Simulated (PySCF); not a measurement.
Polarisability and C₆ of Mg⁺ (magnesium, charge +1)

[Ne] 3s1, 2S determinant. Computed with PySCF 2.14 in x2c-QZVPPall with one added diffuse shell each of s, p, d, f type (10s7p6d3f, 82 functions), with the spin-free X2C one-electron Hamiltonian (Gaussian nucleus). Coupled (time-dependent) response in atomic units; α is the mean over directions.

```json
{"method": "UHF", "mean α (bohr³)": "38.52", "C₆ (like pair)": "177.8", "S(−4)": "1573"}
{"method": "PBE", "mean α (bohr³)": "33.49", "C₆ (like pair)": "144.2", "S(−4)": "1199"}
{"method": "PBE0", "mean α (bohr³)": "34.95", "C₆ (like pair)": "153.6", "S(−4)": "1305"}
{"method": "r2SCAN0", "mean α (bohr³)": "34.96", "C₆ (like pair)": "156.2", "S(−4)": "1264"}
{"method": "CAM-B3LYP", "mean α (bohr³)": "31.43", "C₆ (like pair)": "131.5", "S(−4)": "1054"}
```

S(−4) is the Cauchy moment in α(ω) = α(0) + S(−4) ω² + …

α(iu) at UHF:

| u (hartree) | α(iu) (bohr³) |
| --- | --- |
| 0 | 38.52 |
| 0.0500 | 34.96 |
| 0.100 | 27.40 |
| 0.200 | 14.84 |
| 0.300 | 8.573 |
| 0.500 | 3.862 |
| 0.750 | 2.049 |
| 1.00 | 1.351 |
| 1.50 | 0.8016 |
| 2.00 | 0.5742 |
| 3.00 | 0.3625 |
| 5.00 | 0.1919 |

For an ion, C₆ is the dispersion term alone; charge-induced terms of lower order in 1/R come first.
